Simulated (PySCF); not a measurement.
## Electronic structure of Cl³⁺ (chlorine, charge +3) at the revPBE level

Configuration: [Ne] 3s2 3p2, high-spin 3P determinant. Calculation: PySCF 2.14, in ANO-RCC-VTZP (5s4p2d1f, 34 functions); the spin-free X2C one-electron Hamiltonian (Gaussian nucleus).

| Quantity | Value |
| --- | --- |
| Total energy | -458.6968 hartree |
| One-electron energy | -610.7929 hartree |
| Hartree (Coulomb) energy | 179.1412 hartree |
| Exchange-correlation energy | -27.0451 hartree |
| ⟨S²⟩ | 2.0029 |
| ⟨L²⟩ | 2.012 |
| Sum of ⟨r⟩ | 9.320 bohr |
| Sum of ⟨r²⟩ | 11.49 bohr² |
| Traceless quadrupole moment −½Σ⟨3z² − r²⟩ along its main axis | 0.987 e·bohr² |
| Langevin diamagnetic susceptibility | -9.10 ×10⁻⁶ cm³/mol |

```
shell  electrons  mean orbital energy (hartree)  spread (hartree)  rms radius, mean of both spins (bohr)
 1s α          1                     -102.81365                 0                                  0.105
 1s β          1                     -102.79849                 0                                  0.105
 2s α          1                      -10.94121                 0                                  0.482
 2s β          1                      -10.92696                 0                                  0.482
 2p α          3                       -8.70310           0.01699                                  0.452
 2p β          3                       -8.68244           0.03481                                  0.452
 3s α          1                       -2.20438                 0                                   1.50
 3s β          1                       -2.09193                 0                                   1.50
 3p α          2                       -1.70068                 0                                   1.63
```

Densities and radii are taken from the X2C orbitals without a picture-change correction, which distorts them close to the nucleus.
